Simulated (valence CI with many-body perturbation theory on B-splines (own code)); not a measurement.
Values are calculated unless marked as measured or tabulated.
**V XIX: magnetic and hyperfine properties of the levels**

Method: relativistic CI+MBPT: three valence electrons over a frozen Dirac-Fock core [He], a basis of 11 s, 11 p, 10 d, 8 f, 5 g, 2 h functions for each j, with the one-electron correlation potential Σ1 (screened to all orders), the two-electron term Σ2, the three-electron term Σ3, Breit, model QED; selected single and double excitations, second order for the rest, scaled by the run's own slope (own B-spline code, finite nucleus).

No measured spectrum was set against this ion. As an estimate, levels of excited configurations hold to 0.05 to 0.15 % of their energy, terms of the ground configuration to about 0.5 %.

A/g_I is the dipole constant over the nuclear g factor μ/I (μ in nuclear magnetons, uniformly magnetised nucleus), B/Q the quadrupole constant per barn. Both hold the static response of the core; the bare values leave it out. Large factors of s and p1/2 electrons are usually good to 5 to 10 %; those of open d and f shells near neutrality can be off by tens of per cent, and small factors of p3/2, d and f electrons come from cancelling terms and can be off by a factor of two or in sign, in half-filled shells by more. B is blank for J = 1/2, where it vanishes, and for nearly pure S terms. Energies count from the lowest level.

Names give the largest LS component (configuration and term), which can be under half, so a name can repeat, a term be missing and a line seem to break the LS rules; names also repeat where a configuration has a term twice. Letters in brackets count levels of one name in rising energy.

| Level | E (Ry) | g | A/g_I (MHz) | A/g_I bare | B/Q (MHz/b) | B/Q bare |
| --- | --- | --- | --- | --- | --- | --- |
| 2s2 2p 2P°_1/2 | 0.000 | 0.662 | 104000 | 102000 |  |  |
| 2s2 2p 2P°_3/2 | 0.625 | 1.331 | 19700 | 20900 | 35700 | 35900 |
| 2s 2p2 4P_1/2 | 3.023 | 2.651 | 185000 | 184000 |  |  |
| 2s 2p2 4P_3/2 | 3.292 | 1.729 | 81700 | 81600 | 29000 | 29100 |
| 2s 2p2 4P_5/2 | 3.592 | 1.588 | 86000 | 85900 | -34300 | -34500 |
| 2s 2p2 2D_3/2 | 5.444 | 0.811 | -16800 | -14800 | 49000 | 49200 |
| 2s 2p2 2D_5/2 | 5.522 | 1.208 | 94400 | 92400 | 70300 | 70600 |
| 2s 2p2 2P_1/2 | 6.531 | 1.336 | 154000 | 149000 |  |  |
| 2s 2p2 2S_1/2 | 7.191 | 1.342 | 215000 | 208000 |  |  |
| 2s 2p2 2P_3/2 | 7.316 | 1.319 | -19100 | -15600 | -35100 | -35200 |
| 2p3 4S°_3/2 | 9.390 | 1.971 | -5080 | 1120 |  |  |
| 2p3 2D°_3/2 | 10.505 | 0.864 | 21200 | 20500 | 26900 | 27100 |
| 2p3 2D°_5/2 | 10.633 | 1.197 | 34600 | 35800 | -362 | -364 |
| 2p3 2P°_1/2 | 11.781 | 0.662 | 104000 | 102000 |  |  |
| 2p3 2P°_3/2 | 12.015 | 1.293 | 18100 | 20000 | -27100 | -27300 |
| 2s2 3s 2S_1/2 | 55.734 | 2.001 | 94600 | 92400 |  |  |
| 2s2 3p 2P°_1/2 | 57.139 | 0.665 | 26000 | 25600 |  |  |
| 2s2 3p 2P°_3/2 | 57.314 | 1.333 | 10800 | 11000 | 11000 | 11000 |
| 2s 2p 3s 4P°_1/2 | 58.566 | 2.634 | 206000 | 201000 |  |  |
| 2s2 3d 2D_3/2 | 58.609 | 0.798 | 3580 | 3560 | 1900 | 1950 |
| 2s2 3d 2D_5/2 | 58.660 | 1.199 | 1360 | 1360 | 2650 | 2710 |
| 2s 2p 3s 4P°_3/2 | 58.740 | 1.714 | 138000 | 136000 | -27300 | -27500 |
| 2s 2p 3s 4P°_5/2 | 59.160 | 1.598 | 98000 | 96600 | 37000 | 37200 |
| 2s 2p 3s 2P°_1/2 [a] | 59.314 | 0.687 | 58600 | 58200 |  |  |
| 2s 2p 3s 2P°_3/2 [a] | 59.760 | 1.344 | 97000 | 95800 | 34200 | 34300 |
| 2s 2p 3p 4D_1/2 | 59.808 | 0.178 | -26300 | -25300 |  |  |
| 2s 2p 3p 4D_3/2 | 59.961 | 1.232 | 95400 | 93800 | -13600 | -13600 |
| 2s 2p 3p 2P_3/2 [a] | 60.199 | 1.454 | 50900 | 50300 | -5800 | -5830 |
| 2s 2p 3p 2P_1/2 [a] | 60.209 | 0.571 | -88900 | -87200 |  |  |
| 2s 2p 3p 4D_5/2 | 60.237 | 1.377 | 66400 | 65600 | 4790 | 4810 |
| 2s 2p 3p 4P_1/2 | 60.514 | 2.609 | 213000 | 209000 |  |  |
| 2s 2p 3p 4S_3/2 | 60.547 | 1.612 | 84700 | 83700 | -5580 | -5610 |
| 2s 2p 3p 4D_7/2 | 60.614 | 1.427 | 59200 | 58700 | 47500 | 47700 |
| 2s 2p 3p 4P_3/2 | 60.791 | 1.313 | 78900 | 77800 | 31800 | 31900 |
| 2s 2p 3p 2D_3/2 [a] | 60.874 | 1.443 | 66800 | 66000 | 20900 | 21100 |
| 2s 2p 3p 4P_5/2 | 60.902 | 1.519 | 82000 | 81100 | 558 | 571 |
| 2s 2p 3d 4F°_3/2 | 61.112 | 0.443 | -34500 | -33500 | 9260 | 9340 |
| 2s 2p 3p 2D_5/2 [a] | 61.191 | 1.267 | 53300 | 53000 | 36000 | 36200 |
| 2s 2p 3d 4F°_5/2 | 61.219 | 1.057 | 28600 | 28200 | 1480 | 1530 |
| 2s 2p 3d 4F°_7/2 | 61.391 | 1.258 | 44800 | 44100 | -308 | -256 |

(1) Take the isotope of mass number 51, with I = 7/2, μ = 5.1464 μN and Q = -0.052 b. What is the hyperfine structure of 2s 2p2 2P_1/2?

Answers

(1) From the table A = 226000 MHz. Shifts from the centre of gravity in MHz: F = 3: -508000, F = 4: 396000.
